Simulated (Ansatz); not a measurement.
Consider the formal exchange of groups at the Al–C bond: `F[CH2][AlH][O][SiH3]` + `CC` → `C[CH2][AlH][O][SiH3]` + `CF`.

Computed with Ansatz on PBE0-D4/def2-TZVP structures; ΔE is electronic, products minus reactants. CCSD(T)/CBS adds triple-zeta CCSD(T) − MP2 to the extrapolated MP2 energy (def2 sets, frozen cores). This one scheme is used for every species. Functionals use def2-TZVPP. B3LYP here is the variant with VWN-RPA as its local correlation; programs differ in this. One conformer a species, not always the lowest.

Q: Is it downhill or uphill in electronic energy at CCSD(T)/CBS, and by how much? (Best estimate.)

A: Ansatz gave: Downhill: ΔE = -0.13 eV.

Q: What do these levels give: PBE-D4, PBE0-D4, ωB97M-V, B2PLYP, B3LYP, HF/def2-TZVPP, MP2/def2-TZVPP, CCSD(T)/def2-TZVPP, MP2/def2-QZVPP, HF/CBS(def2), MP2/CBS(def2), CCSD/CBS(def2)? (Estimate.)

A: Computed: PBE-D4 -0.09, PBE0-D4 -0.12, ωB97M-V -0.10, B2PLYP -0.09, B3LYP -0.05, HF/def2-TZVPP -0.10, MP2/def2-TZVPP -0.15, CCSD(T)/def2-TZVPP -0.13, MP2/def2-QZVPP -0.15, HF/CBS(def2) -0.10, MP2/CBS(def2) -0.15, CCSD/CBS(def2) -0.12 eV.

Largest T1 diagnostic among the species: 0.012.

The D4 term adds −0.04 eV with B3LYP and −0.02 eV with PBE0; it sums over pairs of atoms, weighted by their polarisabilities, and B3LYP, whose exchange is more repulsive, gets the larger term. In def2-TZVPP, CCSD(T) changes the Hartree–Fock value by −0.03 eV (the triples alone add −0.01 eV) and MP2 by −0.06 eV.
